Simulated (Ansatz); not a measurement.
Ansatz (a first-principles code) input (B3LYP-D3(BJ)/def2-TZVP):

Ansatz 0.2 input:
```yaml
crystal:
  periodic: [false, false, false]
  atoms:
    - {symbol: C, position_ang: [-2.41258030, -0.01888964, -0.05731211]}
    - {symbol: C, position_ang: [-0.93801091, 0.30083308, -0.04676144]}
    - {symbol: C, position_ang: [-0.05226916, -0.70089223, 0.05439762]}
    - {symbol: Cl, position_ang: [1.73554293, 0.08710432, 0.03538939]}
    - {symbol: H, position_ang: [-2.90761299, 0.31745366, -0.98009618]}
    - {symbol: H, position_ang: [-2.95041684, 0.45692304, 0.77578377]}
    - {symbol: H, position_ang: [-2.55399749, -1.09976569, 0.02509439]}
    - {symbol: H, position_ang: [-0.67504020, 1.35830825, -0.12434605]}
basis:
  gaussian:
    orbitals: def2-TZVP
hamiltonian:
  xc: b3lyp
  dispersion: d3bj
total_charge: -1
phonons: {temperatures: {t_min: 298.15, t_max: 298.15, t_step: 100}}
```

Output:

```
Functional definition: B3LYP
integrals: 0.06 GiB planned
979 factors; their error is unknown
mean field: 0.61 GiB planned
mean field evaluation 1: about -15694.9307 eV, gradient 4.4e1 eV
mean field evaluation 2: about -15688.6213 eV, gradient 6.4e1 eV
mean field evaluation 4: about -15699.7718 eV, gradient 3.3e0 eV
mean field evaluation 8: about -15699.8177 eV, gradient 4.1e-1 eV
mean field evaluation 16: about -15699.8179 eV, gradient 1.8e-5 eV
mean field -15699.81791828 eV, -576.9576667780 hartree, gradient 1.8e-5 eV, S^2 0.000000; 0 other end points of the search recorded, 0 dependent functions left out
the calculation of the forces begins
reference -15699.81815913 eV, -576.9576756292 hartree; 20, 20 occupied and 134, 134 virtual orbitals, 979 factors
these checks for a lower state are left out or cut short: stability, starts, cluster_reference, orbital_swaps, neighbouring_geometries, increment
integrals: 0.06 GiB planned
979 factors; their error is unknown
mean field: 0.61 GiB planned
mean field -15699.81775332 eV, -576.9576607160 hartree, gradient 2.8e-6 eV, S^2 0.000000; 0 other end points of the search recorded, 0 dependent functions left out
the calculation of the forces begins
reference -15699.81799422 eV, -576.9576695688 hartree; 20, 20 occupied and 134, 134 virtual orbitals, 979 factors
these checks for a lower state are left out or cut short: stability, starts, cluster_reference, orbital_swaps, neighbouring_geometries, increment
integrals: 0.06 GiB planned
979 factors; their error is unknown
mean field: 0.61 GiB planned
mean field evaluation 32: about -15699.8178 eV, gradient 1.3e-6 eV
mean field -15699.81775185 eV, -576.9576606616 hartree, gradient 1.7e-6 eV, S^2 0.000000; 0 other end points of the search recorded, 0 dependent functions left out
the calculation of the forces begins
reference -15699.81799265 eV, -576.9576695111 hartree; 20, 20 occupied and 134, 134 virtual orbitals, 979 factors
these checks for a lower state are left out or cut short: stability, starts, cluster_reference, orbital_swaps, neighbouring_geometries, increment
integrals: 0.06 GiB planned
979 factors; their error is unknown
mean field: 0.61 GiB planned
mean field -15699.81774959 eV, -576.9576605788 hartree, gradient 1.6e-6 eV, S^2 0.000000; 0 other end points of the search recorded, 0 dependent functions left out
the calculation of the forces begins
reference -15699.81799040 eV, -576.9576694282 hartree; 20, 20 occupied and 134, 134 virtual orbitals, 979 factors
these checks for a lower state are left out or cut short: stability, starts, cluster_reference, orbital_swaps, neighbouring_geometries, increment
integrals: 0.06 GiB planned
979 factors; their error is unknown
mean field: 0.61 GiB planned
mean field -15699.81779837 eV, -576.9576623715 hartree, gradient 2.8e-6 eV, S^2 0.000000; 0 other end points of the search recorded, 0 dependent functions left out
the calculation of the forces begins
reference -15699.81803927 eV, -576.9576712243 hartree; 20, 20 occupied and 134, 134 virtual orbitals, 979 factors
these checks for a lower state are left out or cut short: stability, starts, cluster_reference, orbital_swaps, neighbouring_geometries, increment
integrals: 0.06 GiB planned
979 factors; their error is unknown
mean field: 0.61 GiB planned
mean field -15699.81771100 eV, -576.9576591606 hartree, gradient 1.7e-6 eV, S^2 0.000000; 0 other end points of the search recorded, 0 dependent functions left out
the calculation of the forces begins
reference -15699.81795193 eV, -576.9576680146 hartree; 20, 20 occupied and 134, 134 virtual orbitals, 979 factors
these checks for a lower state are left out or cut short: stability, starts, cluster_reference, orbital_swaps, neighbouring_geometries, increment
integrals: 0.06 GiB planned
[...]
reference -15699.81810081 eV, -576.9576734859 hartree; 20, 20 occupied and 134, 134 virtual orbitals, 979 factors
these checks for a lower state are left out or cut short: stability, starts, cluster_reference, orbital_swaps, neighbouring_geometries, increment
integrals: 0.06 GiB planned
979 factors; their error is unknown
mean field: 0.61 GiB planned
mean field -15699.81786626 eV, -576.9576648665 hartree, gradient 1.6e-6 eV, S^2 0.000000; 0 other end points of the search recorded, 0 dependent functions left out
the calculation of the forces begins
reference -15699.81810711 eV, -576.9576737173 hartree; 20, 20 occupied and 134, 134 virtual orbitals, 979 factors
these checks for a lower state are left out or cut short: stability, starts, cluster_reference, orbital_swaps, neighbouring_geometries, increment
integrals: 0.06 GiB planned
979 factors; their error is unknown
mean field: 0.61 GiB planned
mean field -15699.81791055 eV, -576.9576664940 hartree, gradient 1.6e-6 eV, S^2 0.000000; 0 other end points of the search recorded, 0 dependent functions left out
the calculation of the forces begins
reference -15699.81815141 eV, -576.9576753454 hartree; 20, 20 occupied and 134, 134 virtual orbitals, 979 factors
these checks for a lower state are left out or cut short: stability, starts, cluster_reference, orbital_swaps, neighbouring_geometries, increment
integrals: 0.06 GiB planned
979 factors; their error is unknown
mean field: 0.61 GiB planned
mean field -15699.81789970 eV, -576.9576660951 hartree, gradient 2.8e-6 eV, S^2 0.000000; 0 other end points of the search recorded, 0 dependent functions left out
the calculation of the forces begins
reference -15699.81814054 eV, -576.9576749461 hartree; 20, 20 occupied and 134, 134 virtual orbitals, 979 factors
these checks for a lower state are left out or cut short: stability, starts, cluster_reference, orbital_swaps, neighbouring_geometries, increment
integrals: 0.06 GiB planned
979 factors; their error is unknown
mean field: 0.61 GiB planned
mean field evaluation 160: about -15699.7974 eV, gradient 4.1e-1 eV
mean field -15699.81789412 eV, -576.9576658902 hartree, gradient 2.9e-6 eV, S^2 0.000000; 0 other end points of the search recorded, 0 dependent functions left out
the calculation of the forces begins
reference -15699.81813498 eV, -576.9576747415 hartree; 20, 20 occupied and 134, 134 virtual orbitals, 979 factors
these checks for a lower state are left out or cut short: stability, starts, cluster_reference, orbital_swaps, neighbouring_geometries, increment
integrals: 0.06 GiB planned
979 factors; their error is unknown
mean field: 0.61 GiB planned
mean field -15699.81783829 eV, -576.9576638386 hartree, gradient 1.7e-6 eV, S^2 0.000000; 0 other end points of the search recorded, 0 dependent functions left out
the calculation of the forces begins
reference -15699.81807914 eV, -576.9576726895 hartree; 20, 20 occupied and 134, 134 virtual orbitals, 979 factors
these checks for a lower state are left out or cut short: stability, starts, cluster_reference, orbital_swaps, neighbouring_geometries, increment
integrals: 0.06 GiB planned
979 factors; their error is unknown
mean field: 0.61 GiB planned
mean field -15699.81785471 eV, -576.9576644419 hartree, gradient 1.6e-6 eV, S^2 0.000000; 0 other end points of the search recorded, 0 dependent functions left out
the calculation of the forces begins
reference -15699.81809557 eV, -576.9576732932 hartree; 20, 20 occupied and 134, 134 virtual orbitals, 979 factors
these checks for a lower state are left out or cut short: stability, starts, cluster_reference, orbital_swaps, neighbouring_geometries, increment
integrals: 0.06 GiB planned
979 factors; their error is unknown
mean field: 0.61 GiB planned
mean field -15699.81780986 eV, -576.9576627938 hartree, gradient 1.6e-6 eV, S^2 0.000000; 0 other end points of the search recorded, 0 dependent functions left out
the calculation of the forces begins
reference -15699.81805066 eV, -576.9576716427 hartree; 20, 20 occupied and 134, 134 virtual orbitals, 979 factors
these checks for a lower state are left out or cut short: stability, starts, cluster_reference, orbital_swaps, neighbouring_geometries, increment
integrals: 0.06 GiB planned
979 factors; their error is unknown
mean field: 0.61 GiB planned
mean field evaluation 192: about -15699.8178 eV, gradient 1.9e-4 eV
mean field -15699.81782861 eV, -576.9576634825 hartree, gradient 2.8e-6 eV, S^2 0.000000; 0 other end points of the search recorded, 0 dependent functions left out
the calculation of the forces begins
reference -15699.81806952 eV, -576.9576723359 hartree; 20, 20 occupied and 134, 134 virtual orbitals, 979 factors
these checks for a lower state are left out or cut short: stability, starts, cluster_reference, orbital_swaps, neighbouring_geometries, increment
integrals: 0.06 GiB planned
979 factors; their error is unknown
mean field: 0.61 GiB planned
mean field -15699.81789019 eV, -576.9576657456 hartree, gradient 2.8e-6 eV, S^2 0.000000; 0 other end points of the search recorded, 0 dependent functions left out
the calculation of the forces begins
reference -15699.81813102 eV, -576.9576745959 hartree; 20, 20 occupied and 134, 134 virtual orbitals, 979 factors
these checks for a lower state are left out or cut short: stability, starts, cluster_reference, orbital_swaps, neighbouring_geometries, increment
integrals: 0.06 GiB planned
979 factors; their error is unknown
mean field: 0.61 GiB planned
mean field -15699.81791627 eV, -576.9576667042 hartree, gradient 1.6e-6 eV, S^2 0.000000; 0 other end points of the search recorded, 0 dependent functions left out
the calculation of the forces begins
reference -15699.81815715 eV, -576.9576755561 hartree; 20, 20 occupied and 134, 134 virtual orbitals, 979 factors
these checks for a lower state are left out or cut short: stability, starts, cluster_reference, orbital_swaps, neighbouring_geometries, increment
integrals: 0.06 GiB planned
979 factors; their error is unknown
mean field: 0.61 GiB planned
mean field -15699.81784222 eV, -576.9576639829 hartree, gradient 1.7e-6 eV, S^2 0.000000; 0 other end points of the search recorded, 0 dependent functions left out
the calculation of the forces begins
reference -15699.81808308 eV, -576.9576728345 hartree; 20, 20 occupied and 134, 134 virtual orbitals, 979 factors
these checks for a lower state are left out or cut short: stability, starts, cluster_reference, orbital_swaps, neighbouring_geometries, increment
integrals: 0.06 GiB planned
979 factors; their error is unknown
mean field: 0.61 GiB planned
mean field evaluation 224: about -15699.8178 eV, gradient 1.3e-6 eV
mean field -15699.81780752 eV, -576.9576627076 hartree, gradient 1.7e-6 eV, S^2 0.000000; 0 other end points of the search recorded, 0 dependent functions left out
the calculation of the forces begins
reference -15699.81804836 eV, -576.9576715584 hartree; 20, 20 occupied and 134, 134 virtual orbitals, 979 factors
these checks for a lower state are left out or cut short: stability, starts, cluster_reference, orbital_swaps, neighbouring_geometries, increment
integrals: 0.06 GiB planned
979 factors; their error is unknown
mean field: 0.61 GiB planned
mean field -15699.81790345 eV, -576.9576662330 hartree, gradient 1.7e-6 eV, S^2 0.000000; 0 other end points of the search recorded, 0 dependent functions left out
the calculation of the forces begins
reference -15699.81814429 eV, -576.9576750838 hartree; 20, 20 occupied and 134, 134 virtual orbitals, 979 factors
these checks for a lower state are left out or cut short: stability, starts, cluster_reference, orbital_swaps, neighbouring_geometries, increment
integrals: 0.06 GiB planned
979 factors; their error is unknown
mean field: 0.61 GiB planned
mean field -15699.81790603 eV, -576.9576663279 hartree, gradient 1.7e-6 eV, S^2 0.000000; 0 other end points of the search recorded, 0 dependent functions left out
the calculation of the forces begins
reference -15699.81814690 eV, -576.9576751795 hartree; 20, 20 occupied and 134, 134 virtual orbitals, 979 factors
Total energy: -15700.07334932 eV, -576.9670536957 hartree
Atom 0 at    -2.412580    -0.018890    -0.057312 Å, force    -0.000671     0.000435    -0.000051 eV/Å
Atom 1 at    -0.938011     0.300833    -0.046761 Å, force     0.000370    -0.000660     0.000061 eV/Å
Atom 2 at    -0.052269    -0.700892     0.054398 Å, force     0.000234    -0.000038     0.000009 eV/Å
Atom 3 at     1.735543     0.087104     0.035389 Å, force     0.000114     0.000209    -0.000014 eV/Å
Atom 4 at    -2.907613     0.317454    -0.980096 Å, force    -0.000076     0.000045     0.000026 eV/Å
Atom 5 at    -2.950417     0.456923     0.775784 Å, force    -0.000074     0.000040    -0.000036 eV/Å
Atom 6 at    -2.553997    -1.099766     0.025094 Å, force     0.000175     0.000046     0.000001 eV/Å
Atom 7 at    -0.675040     1.358308    -0.124346 Å, force    -0.000073    -0.000077     0.000004 eV/Å
Dipole moment:    -0.443389     0.443604    -0.046044 e Å
Vibrations: 215.97 234.47 258.94 304.89 559.09 795.36 935.90 1051.03 1078.12 1249.77 1374.59 1476.77 1478.51 1585.74 2946.16 2962.25 3033.84 3059.49 cm⁻¹, zero-point energy 1.525061 eV
```

It need not be the lowest isomer of its formula. Whether it binds its extra electron was not tested at this geometry.
